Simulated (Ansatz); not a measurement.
Ansatz (an electronic-structure program) input (CCSD(T)/def2-QZVPPD):
A basis named .json is the Basis Set Exchange file of that set.

Ansatz 0.2 input:
```yaml
crystal:
  periodic: [false, false, false]
  atoms:
    - {symbol: Sn, position_ang: [-0.00349532, -0.01260940, 0.62871775]}
    - {symbol: Cl, position_ang: [1.19244980, 1.38873918, -0.89050383]}
    - {symbol: Cl, position_ang: [-1.18216943, -1.35165270, -0.95866602]}
basis:
  gaussian:
    orbitals: def2-QZVPPD.json
magnetization: {spin_polarized: false}
correlation: {method: ccsd_t, electrons: outside_noble_gas}
```

Output:

```
Functional definition: HF
integrals: 1.51 GiB planned
1522 factors; integrals over basis functions are off by at most 7.2e-4 eV
mean field: 1.19 GiB planned
mean field evaluation 1: about -30816.0594 eV, gradient 2.0e1 eV
mean field evaluation 2: about -30816.1146 eV, gradient 2.0e1 eV
mean field evaluation 4: about -30817.5282 eV, gradient 1.8e0 eV
mean field evaluation 8: about -30817.5567 eV, gradient 2.3e-1 eV
mean field evaluation 16: about -30817.5571 eV, gradient 1.4e-6 eV
mean field -30817.55707999 eV, -1132.5243337991 hartree, gradient 1.4e-6 eV, S^2 0.000000; 0 other end points of the search recorded, 0 dependent functions left out
19 core orbitals not correlated
reference -30817.55707999 eV, -1132.5243337991 hartree; 9, 9 occupied and 218, 218 virtual orbitals, 1522 factors
second order -13.62440413 eV of doubles, -0.00000000 eV of singles
coupled cluster: 2.16 GiB planned
cycle   1  -14.17943456 eV  change   -5.6e-1 eV  update   7.8e-2
cycle   2  -14.46795961 eV  change   -2.9e-1 eV  update   2.5e-2
cycle   3  -14.53823364 eV  change   -7.0e-2 eV  update   1.4e-2
cycle   4  -14.52780658 eV  change    1.0e-2 eV  update   3.6e-3
cycle   5  -14.52548648 eV  change    2.3e-3 eV  update   1.6e-3
cycle   6  -14.52566339 eV  change   -1.8e-4 eV  update   5.3e-4
cycle   7  -14.52558222 eV  change    8.1e-5 eV  update   2.1e-4
cycle   8  -14.52558549 eV  change   -3.3e-6 eV  update   6.6e-5
cycle   9  -14.52560118 eV  change   -1.6e-5 eV  update   2.2e-5
perturbative correction -0.72258034 eV, -0.0265543376 hartree
Total energy: -30832.80526150 eV, -1133.0846941341 hartree
```
